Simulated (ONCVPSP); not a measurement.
cerium: ONCV pseudisation with PBEsol, scalar-relativistic reference atom.

Ce (Z = 58), optimised norm-conserving Vanderbilt (ONCV), made with ONCVPSP 4.0.1 (PBEsol, scalar-relativistic). Core [Xe] 4f1, reference 5d1 (charge +2). Waves: s scattering state at 0.08 Ha: rc 3.30 bohr, ncon 3, nbas 7, qcut 1.8 1/bohr, 1 projector; p scattering state at 0.37 Ha: rc 3.20 bohr, ncon 4, nbas 8, qcut 2.1 1/bohr, 3 projectors, debl 0.4 Ha; 5d: rc 3.25 bohr, ncon 3, nbas 8, qcut 4.5 1/bohr, 3 projectors, debl 0.5 Ha. Local part: polynomial inside 2.25 bohr (lpopt 5, dvloc0 0 Ha). Core correction: Teter function, parameters optimised by the program.

In the s channel the program set the typed energies aside and used 0.050 Ha. In the p channel the program set the typed energies aside and used 0.050, 0.450, 0.850 Ha. In the d channel the program set the typed energies aside and used -0.545, 0.250, 0.750 Ha.

Poles of the logarithmic derivatives, all-electron (AE) and pseudo (PS). Narrow ghost or core levels that the grid stepped over were put in at their known energies. s: poles at -2.0, -1.9, 0.4, 3.5 (AE) and 0.4, 1.4, 4.4 (PS) Ha. p: poles at -1.3, 1.1, 4.5 (AE) and -1.2, 1.1 (PS) Ha. d: poles at -0.3, 1.9 (AE) and -0.3, 1.9 (PS) Ha. Test radii: s 3.34, p 3.24, d 3.30 bohr.

* Cutoffs needed: 6.1 Ha and 7.3 Ha (the cutoffs (Ha) at which the residual kinetic energy of the hardest occupied pseudo-wave falls to 1 and 0.1 mHa per electron) The cutoffs count occupied waves only; projector 3 of the p channel, the hardest unoccupied one, needs 22 Ha at the loose tolerance.
* Ghost test: ghosts flagged at negative energy: p at -34.1 eV (a further GHOST(-) flag falls on a real empty level of the atom); GHOST(+) flagged for p at 63.7 eV, p at 231.5 eV, p at 436.0 eV; a true bound ghost makes a file unfit for plane-wave use
* Configuration tests: 1 of 4 tests not solved or not reliable
* rms error of d²Exc/dni dnj: 56.20 mHa without and 0.01 mHa with the model core
